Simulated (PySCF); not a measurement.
Harmonic spectrum computed at PBE0 in the def2-TZVP basis family (core potentials from Rb on, PySCF, no spin–orbit coupling):

| ω (cm⁻¹) | IR (km/mol) |
| --- | --- |
| 586 | 56.0 |
| 983 | 115 |
| 2065 | 89.7 |

Q: Which molecule gave it? In each, all ligands are bound to the one heavy central atom.
A. HRuO (quartet)
B. HIrO (triplet)
C. HMoO (quartet)
D. HCoO (quintet)

A: A. It has Cs symmetry with Ru–H 1.590 Å, Ru–O 1.672 Å.
